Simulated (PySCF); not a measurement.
These compounds are isomers of formula C₆H₆F₂.

A. `FCC=C=C=CCF`
B. SMILES C=C[C@@H]1C=C(F)[C@H]1F
C. SMILES FC1=C[C@@H]2[C@H](F)[C@@H]2C1
D. `C[C@H]1C(F)=C/C1=C/F`

Spectrum 1. 1H NMR (500 MHz, computed): δ 5.12 (m, 1H), 4.51 (m, 1H), 2.88 (m, 1H), 2.78 (m, 1H), 1.90 (m, 1H), 1.43 (m, 1H). 13C{1H} NMR (computed): δ 174.9 (C), 104.7 (CH), 74.4 (CH), 33.0 (CH2), 26.4 (CH), 19.1 (CH).

Spectrum 2. 1H NMR (500 MHz, computed): δ 6.90 (m, 1H), 5.13 (m, 1H), 3.80 (m, 1H), 1.46 (d, 3H). 13C{1H} NMR (computed): δ 176.3 (C), 147.0 (CH), 124.7 (C), 110.9 (CH), 51.1 (CH), 18.5 (CH3).

Spectrum 3. 1H NMR (500 MHz, computed): δ 6.33 (m, 2H), 5.41 (m, 4H). 13C{1H} NMR (computed): δ 175.6 (C), 118.2 (CH), 87.3 (CH2).

Spectrum 4. 1H NMR (500 MHz, computed): δ 5.82 (m, 1H), 5.73 (m, 1H), 5.48 (m, 1H), 5.31 (m, 1H), 5.28 (m, 1H), 3.08 (m, 1H). 13C{1H} NMR (computed): δ 165.3 (C), 146.5 (CH), 124.7 (CH2), 121.5 (CH), 99.2 (CH), 49.6 (CH).

[PySCF 2.14.0 with density-fitted response routines: shielding tensors at PBE0/pcSseg-1 (GIAO); geometry: GFN2-xTB; one conformer; no relativistic terms; gas phase; rapidly exchanging positions averaged]

Scale: 1H (σ = 31.72 ppm), 13C (σ = 186.93 ppm) vs TMS (reference shieldings calculated alike). Splittings of carbon signals by F and P are missing where no couplings were computed. Where no couplings were computed, multiplicities follow the n + 1 count of equivalent neighbours, and m marks all less simple cases (inequivalent or close neighbours, rings, F or P nearby). Shifts are as computed. Against solution values, carbons near 30 ppm lie about +3 ppm off and those near 130 ppm about +5 ppm. Of 1309 compounds with measured shifts, 239 miss one by over three times the rms of a fit or turn the order of signals round; such compounds aren't used in these exercises.

Problem. Match each spectrum to its structure.

Solution. 1–C, 2–D, 3–A, 4–B.

- Spectrum 1 (C): 6 13C signals; δC 104.7 is an alkene CH; δC 74.4 is a three-membered-ring carbon.
- Spectrum 2 (D): 6 13C signals; δC 147.0 is an alkene CH; δC 124.7 is a fully substituted alkene carbon.
- Spectrum 3 (A): 3 13C signals; δC 87.3 is an allylic sp3 CH2 bonded to F; δH 6.33 is the hydrogen on a terminal carbon of a cumulated C=C=C unit.
- Spectrum 4 (B): 6 13C signals; δC 146.5 is an alkene CH; δC 124.7 is a terminal =CH2 carbon.
